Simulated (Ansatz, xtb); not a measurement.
Stretching the B1–O2 bond in BO (multiplicity 2 held). Energies count from the point at 1.202 Å.


Restricted levels (R-, RO-) in cc, def2 and unpolarised 6-31G sets keep to the state of the molecule at rest. Unrestricted levels (U-) break spin symmetry where that is lower. Full CI gives the lowest state of the spin. Left out are points that failed, MP2 points that dive below the minimum, coupled-cluster points behind a jump of the amplitudes or a sharp parting from full CI or MRCI, small-basis points behind a change of solution, and semi-empirical points at long bonds. Curves can end on different states.

Cores are frozen in the correlated methods.

The values were computed with Ansatz (Gaussian orbitals); xtb for the GFN methods. Values without a source in brackets are computed. The GFN methods have no spin term and hold the electronic entropy of 300 K.

Energies in kcal/mol.

```csv
R (Å),GFN2-xTB,RO-MP2/6-31G,RO-SCS-MP2/6-31G,U-SCS-MP2/6-31G,RO-CCSDT(Q)/6-31G,FCI/6-31G
0.962,111.5,128.3,127.1,125.1,127.8,127.9
1.082,16.4,30.4,29.8,28.3,30.1,30.2
1.202,0.0,0.0,0.0,0.0,0.0,0.0
1.322,15.9,2.2,2.9,6.5,2.5,2.3
1.442,44.0,19.8,21.1,38.6,19.8,19.2
1.623,91.8,83.0,81.3,81.3,52.1,[?]
1.803,137.5,117.4,114.4,97.9,84.4,85.3
2.104,200.2,154.7,151.0,134.3,123.5,[?]
2.404,241.1,186.2,181.9,154.0,108.4,129.8
2.765,270.4,222.6,214.9,161.2,197.4,[?]
3.246,291.7,235.3,226.6,164.0,207.7,156.2
3.847,left out,239.4,230.4,165.0,211.4,159.7
4.808,left out,240.5,231.4,165.5,left out,160.6
```

Task: Complete the blanks.

Result: 
- 1.623, FCI/6-31G: 53.0
- 2.104, FCI/6-31G: 109.6
- 2.765, FCI/6-31G: 146.2

Doubts at one or more of the structures used: a restricted determinant that unrestricted orbitals would lower (RO-MP2/6-31G, RO-SCS-MP2/6-31G, RO-CCSDT(Q)/6-31G); a spin-contaminated determinant (U-SCS-MP2/6-31G); T1 above 0.05 (RO-CCSDT(Q)/6-31G); other coupled-cluster roots lie near (RO-CCSDT(Q)/6-31G).

Ansatz is an electronic-structure program.
